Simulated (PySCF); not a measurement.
One of the candidates below gave these computed data.

All candidates are C5H7FO3.

| technique | computed result |
| --- | --- |
| 1H NMR | chemical shifts (computed TMS as zero) by class: 6.17 (1 H), 5.25 (1 H), 5.09 (1 H), 4.96 (1 H), 2.19 (3 H) ppm [GIAO PBE0/pcSseg-1] |
| Rotational structure | rotational constants A, B, C: 3.379, 1.120, 1.026 GHz [GFN2-xTB] |
| 13C NMR | chemical shifts (computed TMS as zero) by class: 176.3 (1 C), 118.8 (1 C), 76.9 (1 C), 71.2 (1 C), 22.5 (1 C) ppm [GIAO PBE0/pcSseg-1] |
| Dipole | 2.83 D [PBE0/pcSseg-1] |
| NMR, other nuclei | isotropic shieldings of nuclei other than C and H, by class: -122 (1 O), 119 (1 O), 250 (1 O), 318 (1 F) ppm [GIAO PBE0/pcSseg-1] |

The electronic properties come from PySCF, for the isolated species, density fitting. Levels stand in brackets. Geometry: GFN2-xTB, one conformer, isolated molecule. Each NMR value is the plain mean over a class of atoms that symmetry, rotation or inversion makes alike.

Question: Which candidate is it?
A. `C=C[C@@H]1OCO[C@H](F)O1`
B. `CC[C@@H]1OC(=O)O[C@@H]1F`
C. `CC(=O)O[C@@H]1CO[C@@H]1F`

Answer: C. It is `CC(=O)O[C@@H]1CO[C@@H]1F`. Numbering: `[CH3:1][C:2](=[O:3])[O:4][C@@H:5]1[CH2:6][O:7][C@@H:8]1[F:9]`. Its formula, C5H7FO3, gives 2 degrees of unsaturation: 1 ring and 1 π bond in the structure found. 5 carbons fall into 5 classes; from least to most shielded: ester carbonyl carbon [C2] (176.3 ppm), sp3 C–F carbon [C8] (118.8 ppm), ring sp3 carbon bound to oxygen [C6] (76.9 ppm), ring sp3 carbon bound to oxygen [C5] (71.2 ppm), methyl carbon next to a carbonyl [C1] (22.5 ppm). Hydrogen classes from least to most shielded: 1 H on an sp3 C–F carbon, C8 (6.17 ppm), 1 H on an sp3 carbon bound to oxygen, C5 (5.25 ppm), 1 H on an sp3 carbon bound to oxygen, C6 (5.09 ppm), 1 H on an sp3 carbon bound to oxygen, C6 (4.96 ppm), 3 H on a methyl carbon next to a carbonyl, C1 (2.19 ppm). The other shieldings belong to: -122 ppm, ester carbonyl oxygen [O3]; 119 ppm, ester single-bonded oxygen [O4]; 250 ppm, cyclic ether oxygen [O7]; 318 ppm, alkyl fluorine [F9]. The optimised geometry has point group C1 and is an asymmetric top.

The others, at the same levels:
- `C=C[C@@H]1OCO[C@H](F)O1` fails: its computed 13C shifts are 146.7 (1 C), 126.7 (1 C), 116.8 (1 C), 105.8 (1 C), 91.4 (1 C) ppm, 1H shifts are 6.59 (1 H), 6.30 (1 H), 5.65 (1 H), 5.63 (1 H), 5.53 (1 H), 5.48 (1 H), 5.45 (1 H) ppm and rotational constant A is 3.111 GHz (against 3.379 GHz).
- `CC[C@@H]1OC(=O)O[C@@H]1F` fails: its computed 13C shifts are 156.5 (1 C), 111.1 (1 C), 85.7 (1 C), 27.6 (1 C), 13.5 (1 C) ppm, 1H shifts are 6.24 (1 H), 4.29 (1 H), 1.89 (1 H), 1.66 (1 H), 1.29 (3 H) ppm and rotational constant A is 2.450 GHz (against 3.379 GHz).

Each candidate is one conformer, not necessarily the lowest. The conformers computed, where there is a choice (atom-mapped SMILES and torsion angles):
- `[CH3:1][C:2](=[O:3])[O:4][C@@H:5]1[CH2:6][O:7][C@@H:8]1[F:9]`: C1–C2–O4–C5 -177°, C2–O4–C5–C6 170°
- `[CH3:1][CH2:2][C@@H:3]1[O:4][C:5](=[O:6])[O:7][C@@H:8]1[F:9]`: C1–C2–C3–O4 -67°

The conformers of `C=C[C@@H]1OCO[C@H](F)O1` aren't listed.
